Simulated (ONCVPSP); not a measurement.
## Scattering properties, ONCV potential for Cl

```json
{"Element": "chlorine (Cl)", "Generator": "ONCVPSP 4.0.1", "Type": "optimised norm-conserving Vanderbilt (ONCV)", "Functional": "LDA (Perdew-Zunger)", "Relativity": "scalar-relativistic", "Frozen core": "[Ne]", "Valence charge": "7", "Reference configuration": "3s2 3p4 (charge +1)", "Partial waves": "3s: rc 1.00 bohr, ncon 3, nbas 7, qcut 6.9 1/bohr, 2 projectors, debl 3.8 Ha; 3p: rc 1.15 bohr, ncon 4, nbas 7, qcut 6 1/bohr, 2 projectors, debl 3.1 Ha; d scattering state at 0.16 Ha: rc 1.20 bohr, ncon 5, nbas 8, qcut 8.9 1/bohr, 2 projectors, debl 1.9 Ha", "Local potential": "polynomial inside 0.85 bohr (lpopt 3, dvloc0 0 Ha)", "Core correction": "polynomial model core, fcfact 0.25"}
```

The phase is arctan(r·R′/R) of the radial function R(r), unwrapped; energies in Ha, scanned from -3 to 5 Ha. A pole is an energy at which the radial function vanishes at the test radius. The pseudo phase is shifted by a multiple of π to meet the all-electron one at the reference energy, and phase errors are pseudo minus all-electron; the curves can meet again beyond the range given. Levels narrower than the energy grid can be missing from the lists of poles.

Question: For each channel, where are the poles, and over which energies does the pseudopotential scatter like the atom?

Answer:

```json
{"channel": "s", "radius (bohr)": "1.02", "reference energy (Ha)": "-1.18", "poles, all-electron": "none", "poles, pseudo": "none", "unbroken range about the reference energy with phases within 0.05 rad": "the whole range", "phase error 1 Ha above the reference energy (rad)": "-0.000"}
{"channel": "p", "radius (bohr)": "1.17", "reference energy (Ha)": "-0.72", "poles, all-electron": "none", "poles, pseudo": "none", "unbroken range about the reference energy with phases within 0.05 rad": "the whole range", "phase error 1 Ha above the reference energy (rad)": "-0.001"}
{"channel": "d", "radius (bohr)": "1.22", "reference energy (Ha)": "0.16", "poles, all-electron": "3.83", "poles, pseudo": "3.83", "unbroken range about the reference energy with phases within 0.05 rad": "the whole range", "phase error 1 Ha above the reference energy (rad)": "+0.000"}
```

Note: ghosts flagged at negative energy: s at -265.5 eV; no localised positive-energy state flagged. A true bound ghost makes a file unfit for plane-wave use.

Phases in the s channel:

| E (Ha) | all-electron | pseudo |
| --- | --- | --- |
| -2.98 | 0.722 | 0.722 |
| -2.76 | 0.660 | 0.659 |
| -2.54 | 0.589 | 0.589 |
| -2.32 | 0.510 | 0.510 |
| -2.10 | 0.422 | 0.422 |
| -1.88 | 0.324 | 0.324 |
| -1.66 | 0.217 | 0.217 |
| -1.44 | 0.103 | 0.102 |
| -1.22 | -0.018 | -0.018 |
| -1.00 | -0.140 | -0.141 |
| -0.78 | -0.262 | -0.262 |
| -0.56 | -0.379 | -0.379 |
| -0.34 | -0.489 | -0.489 |
| -0.12 | -0.591 | -0.591 |
| 0.10 | -0.683 | -0.683 |
| 0.32 | -0.765 | -0.765 |
| 0.54 | -0.839 | -0.839 |
| 0.76 | -0.904 | -0.904 |
| 0.98 | -0.962 | -0.962 |
| 1.20 | -1.014 | -1.014 |
| 1.42 | -1.060 | -1.060 |
| 1.64 | -1.101 | -1.101 |
| 1.86 | -1.138 | -1.138 |
| 2.08 | -1.171 | -1.171 |
| 2.30 | -1.201 | -1.201 |
| 2.52 | -1.228 | -1.228 |
| 2.74 | -1.253 | -1.253 |
| 2.96 | -1.276 | -1.276 |
| 3.18 | -1.297 | -1.297 |
| 3.40 | -1.316 | -1.316 |
| 3.62 | -1.334 | -1.334 |
| 3.84 | -1.351 | -1.350 |
| 4.06 | -1.366 | -1.366 |
| 4.28 | -1.380 | -1.380 |
| 4.50 | -1.394 | -1.394 |
| 4.72 | -1.407 | -1.407 |
| 4.94 | -1.419 | -1.419 |
